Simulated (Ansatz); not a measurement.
GaH3O3 (`[OH][Ga]([OH])[OH]`). Total charge 0; spin multiplicity 1. Geometry: relaxed with PBE0-D4/def2-TZVP. It is one conformer, not always the lowest.

```xyz
7

O    -0.844   -0.063   -1.559
Ga    0.000    0.001    0.000
O     1.605    0.748    0.110
O    -0.761   -0.685    1.449
H    -0.345    0.335   -2.276
H     1.971    0.729    0.997
H    -1.626   -1.064    1.279
```

Task: What is the dipole moment at B3LYP/def2-TZVPP? (Best estimate.)

Result: The calculation gave: 0.00 D, zero by symmetry or nearly so.

Task: Give the Mulliken charges with B3LYP, r2SCAN, ωB97M-V in def2-TZVPP. (An estimate is asked.)

Result: Ansatz gave: 
| atom | B3LYP | r2SCAN | ωB97M-V |
| --- | --- | --- | --- |
| O1 | -0.41 | -0.43 | -0.41 |
| Ga2 | 0.69 | 0.69 | 0.71 |
| O3 | -0.41 | -0.43 | -0.41 |
| O4 | -0.41 | -0.43 | -0.41 |
| H5 | 0.18 | 0.20 | 0.17 |
| H6 | 0.18 | 0.20 | 0.17 |
| H7 | 0.18 | 0.20 | 0.17 |

B3LYP here is the variant with VWN-RPA as its local correlation; programs differ in this.
